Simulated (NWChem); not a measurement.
ZrH3Cl; SMILES [Cl][ZrH3]

Results from NWChem. STO-3G and 3-21G are far too small for this property and stand as cheap habits. Structure relaxed at the PBE0/def2-SVP level. def2 effective core potentials on Zr; no spin-orbit coupling. Field at 589 nm.

```json
[
 {"level": "B3LYP/STO-3G (all-electron, non-relativistic)", "isotropic polarisability (bohr³)": "28.1", "anisotropy (bohr³)": "11.0", "relative time": "1"},
 {"level": "B3LYP/def2-SVP (core potentials)", "isotropic polarisability (bohr³)": "58.0", "anisotropy (bohr³)": "8.1", "relative time": "2"},
 {"level": "B3LYP/def2-SVPD (core potentials)", "isotropic polarisability (bohr³)": "67.4", "anisotropy (bohr³)": "12.3", "relative time": "3"},
 {"level": "B3LYP/def2-TZVPD (core potentials)", "isotropic polarisability (bohr³)": "68.2", "anisotropy (bohr³)": "12.6", "relative time": "7"}
]
```

Times are rough ratios from one shared machine.
